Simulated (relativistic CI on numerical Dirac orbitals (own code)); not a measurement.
## Crystal-field levels of Fe⁷⁺, 3d

Calculated by Dirac-Coulomb-Breit CI, KLI orbitals optimised for each configuration, model QED (radiative potential, 1s self-energy scaled to tabulated hydrogen-like ionisation energies), valence Slater integrals scaled by 0.7, one configuration in a parametric crystal field (own radial code).

Field parameters in Wybourne normalisation: Td as Oh with Dq negative (B⁴₀ = 21Dq, B⁴₄ = √(5/14) B⁴₀). The field is a parameter set, without covalency.

S is read from ⟨S²⟩ = S(S + 1).

Levels (cm⁻¹, degeneracy): 0 (4), 10786 (4), 11788 (2).

(1) Which field gives this pattern?
A. Td, 10Dq = -15150 cm⁻¹
B. Td, 10Dq = -11000 cm⁻¹
C. Td, 10Dq = -6800 cm⁻¹
D. Td, 10Dq = -19350 cm⁻¹

## Answers

(1) B. Td, 10Dq = -11000 cm⁻¹, ground level with S = 0.50.
